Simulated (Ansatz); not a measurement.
TiH4, relaxed as a singlet with RKS B3LYP-D4/def2-TZVP in Ansatz, starting from the GFN2-xTB geometry. Force threshold 0.02 eV/Å.

Start:

```xyz
5

Ti   -0.0001   -0.0002   -0.0001
H     1.3386    0.8131   -0.7372
H    -1.4370    0.9403   -0.2195
H     0.3075   -0.1997    1.6918
H    -0.2091   -1.5536   -0.7350
```

(1) Estimate the energy that the relaxation releases and the steps that it takes.

(2) Does the start keep its bonding and symmetry?

(3) Predict the relaxed structure.

## Answers

(1) 0.03 eV, in 3 steps; 3.7 s on 4 threads of Arm Neoverse V1 on a shared host. No frequencies were taken in this run, so the end may be a saddle point.

(2) By distances, no bond broke or formed. The bond that changes most is Ti1–H2, from 1.73 to 1.69 Å (atoms count from 1). Point group Td at the start, Td at the end, both within 0.05 Å.

(3) 
```xyz
5

Ti    0.000    0.000    0.000
H     1.311    0.795   -0.722
H    -1.407    0.920   -0.214
H     0.301   -0.195    1.656
H    -0.204   -1.520   -0.720
```
Bond lengths: 4 × H–Ti 1.69 Å.
